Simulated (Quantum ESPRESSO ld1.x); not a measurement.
Input (ld1.x (Quantum ESPRESSO 7.5)):

```
 &input
    zed=81.0,
    iswitch=1,
    rel=1,
    lsd=1,
    dft='PW',
    config='[Xe] 4f14 5d10 6s1',
    verbosity='high',
    prefix='ld1',
    max_out_wfc=37,
    file_charge='ld1.rho',
 /
```

Command: `OMP_NUM_THREADS=1 ld1.x < ld1.in > ld1.out`

It prints (banner and zero overlaps left out):

```
     Program LD1 v.7.5 starts

     --------------------------- All-electron run ----------------------------

     scalar relativistic calculation

     atomic number is 81.00
     dft =PW   lsd =1 sic =0 latt =0  beta=0.20 tr2=1.0E-14
     Exchange-correlation= PW
                           (   1   4   0   0   0   0   0)
     mesh =2125 r(mesh) =  99.24096 a.u. xmin = -8.00 dx = 0.00800
     1 Ry =  13.60569312 eV, c = 137.03599908

     n l     nl                  e(Ry)          e(Ha)          e(eV)
     1 0     1S 1( 1.00)   -6290.682591204   -3145.341295602 -85589.0968701
     2 0     2S 1( 1.00)   -1121.223406023    -560.611703012 -15255.0215847
     2 1     2P 1( 3.00)    -964.761037437    -482.380518719 -13126.2426124
     3 0     3S 1( 1.00)    -268.609045609    -134.304522805  -3654.6122446
     3 1     3P 1( 3.00)    -223.591688530    -111.795844265  -3042.1198990
     4 0     4S 1( 1.00)     -60.926615907     -30.463307953   -828.9488391
     4 1     4P 1( 3.00)     -46.168885023     -23.084442512   -628.1596815
     3 2     3D 1( 5.00)    -176.916063256     -88.458031628  -2407.0656652
     5 0     5S 1( 1.00)     -10.976413420      -5.488206710   -149.3417126
     5 1     5P 1( 3.00)      -6.932730511      -3.466365256    -94.3246038
     4 2     4D 1( 5.00)     -28.880070243     -14.440035121   -392.9333731
     4 3     4F 1( 7.00)      -9.734301460      -4.867150730   -132.4419184
     5 2     5D 1( 5.00)      -2.466304049      -1.233152024    -33.5557760
     6 0     6S 1( 1.00)      -1.924047983      -0.962023991    -26.1780064
     1 0     1S 2( 1.00)   -6290.680339419   -3145.340169709 -85589.0662330
     2 0     2S 2( 1.00)   -1121.222519897    -560.611259949 -15255.0095283
     2 1     2P 2( 3.00)    -964.760155705    -482.380077853 -13126.2306158
     3 0     3S 2( 1.00)    -268.607925260    -134.303962630  -3654.5970015
     3 1     3P 2( 3.00)    -223.590580313    -111.795290157  -3042.1048209
     4 0     4S 2( 1.00)     -60.924903391     -30.462451696   -828.9255391
     4 1     4P 2( 3.00)     -46.166950164     -23.083475082   -628.1333564
     3 2     3D 2( 5.00)    -176.915096132     -88.457548066  -2407.0525068
     5 0     5S 2( 1.00)     -10.972087336      -5.486043668   -149.2828532
     5 1     5P 2( 3.00)      -6.925599096      -3.462799548    -94.2275760
     4 2     4D 2( 5.00)     -28.877889652     -14.438944826   -392.9037046
     4 3     4F 2( 7.00)      -9.731915184      -4.865957592   -132.4094515
     5 2     5D 2( 5.00)      -2.443059547      -1.221529774    -33.2395185
     6 0     6S 2( 0.00)      -1.865269564      -0.932634782    -25.3782853

     final scf error:  4.1E-15 reached in  39 iterations

     Etot =  -40468.003550 Ry,  -20234.001775 Ha, -550595.237597 eV
     Total magnetization:    1.00 Bohr mag.

     Ekin =   45584.760189 Ry,   22792.380094 Ha,  620212.258212 eV
     Encl = -100853.228978 Ry,  -50426.614489 Ha,-1372178.083942 eV
     Eh   =   15534.250566 Ry,    7767.125283 Ha,  211354.246102 eV
     Exc  =    -733.785326 Ry,    -366.892663 Ha,   -9983.657969 eV
```

Run on one thread of a shared host, so times are rough (Intel(R) Xeon(R) Processor @ 2.60GHz): 1 s of CPU time, 1.1 s wall, 39 iterations on 2125 mesh points.
